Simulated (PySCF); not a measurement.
## Re(35+): ionisation energy

Re(35+) [Kr] 4d4 (5D) → Re(36+) [Kr] 4d3 (4F), as a difference of total energies. Computed with PySCF 2.14 in an even-tempered Gaussian basis (19 s from 3.3 bohr⁻², ratio 2.5; 14 p from 4.3 bohr⁻², ratio 2.5; 9 d from 4.3 bohr⁻², ratio 2.5; 4 f from 19 bohr⁻², ratio 2.7; 3 g from 28 bohr⁻², ratio 2.7), with scalar relativity by spin-free X2C-1e. Correlated levels: outer shells: [Ar] 3d10 frozen; virtual orbitals above 40 to 60 times the deepest correlated orbital energy dropped. The calculations carry no spin-orbit coupling.

| method | ionisation energy (eV) |
| --- | --- |
| UHF | 1521.3 |
| MP2 (outer shells) | 1521.6 |
| SCS-MP2 (outer shells) | 1521.4 |
| CCSD (outer shells) | 1521.5 |
| CCSD(T) (outer shells) | 1521.5 |

Spin-orbit coupling is strong in these open shells (close to jj coupling). The scalar numbers leave it out and a first-order estimate fails, so it can dominate the gap to the real levels.

Breit and QED terms and the two-electron picture change are absent.

For comparison: 1530 ± 5 eV (theoretical estimate listed by NIST; NIST Atomic Spectra Database, ionization energies).
